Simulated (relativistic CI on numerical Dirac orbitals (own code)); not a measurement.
Cl¹⁵⁺: sensitivity of the levels to the model

Base calculation: Dirac-Coulomb-Breit CI, KLI orbitals optimised for each configuration, model QED, unscaled Slater integrals.

CI space: 1s2, 1s 2s, 1s 2p, 1s 3s, 1s 3p, 1s 3d, 1s 4s, 1s 4p, 1s 4d, 1s 4f, 1s 5s, 1s 5p, 1s 5d, 1s 5f, 1s 5g, 1s 6s, 1s 6p, 1s 6d. Levels of other configurations are missing.

Variants: (1) valence Slater integrals scaled by 0.9; (2) configuration mixing switched off. Shifts of the energy above 1s2 1S_0, in eV, for the lowest level and the first level of each name with at least 55 % of one term (blank where a level changes its place among those of its configuration and J or its character, or is not in the variant):

```
      Level     Base   Δ(1)   Δ(2)
   1s2 1S_0     0.00   0.00   0.00
 1s 2s 3S_1  2755.59  +0.47  +0.02
1s 2p 3P°_0  2773.21  +0.36   0.00
1s 2p 3P°_1  2773.73  +0.34  +0.01
 1s 2s 1S_0  2774.75  -1.42  +0.17
1s 2p 3P°_2  2775.84  +0.35  +0.01
1s 2p 1P°_1  2788.88  -1.04  +0.10
 1s 3s 3S_1  3261.15  +0.12  -0.01
1s 3p 3P°_0  3266.01  +0.10   0.00
1s 3p 3P°_1  3266.16  +0.09   0.00
 1s 3s 1S_0  3266.29  -0.38  -0.06
1s 3p 3P°_2  3266.79  +0.10   0.00
 1s 3d 3D_1  3269.44   0.00   0.00
 1s 3d 3D_2  3269.45   0.00   0.00
 1s 3d 3D_3  3269.70   0.00   0.00
 1s 3d 1D_2  3269.85  -0.01   0.00
1s 3p 1P°_1  3270.43  -0.29  -0.03
 1s 4s 3S_1  3435.58  +0.05  -0.01
1s 4p 3P°_0  3437.58  +0.04   0.00
1s 4p 3P°_1  3437.65  +0.04   0.00
 1s 4s 1S_0  3437.70  -0.15  -0.05
1s 4p 3P°_2  3437.91  +0.04   0.00
```

At this charge energies of transitions that change n are usually good to better than 1 %, and those within a shell (Δn = 0) to a few per cent.

Ionisation energy from the two ground configurations alone: base 3656.97 eV. The NIST ASD value (theoretical) is 3658.34 eV.

LS names give the leading component of a level, which can be under half, so a name can repeat, a term be missing and a line seem to break the LS rules.
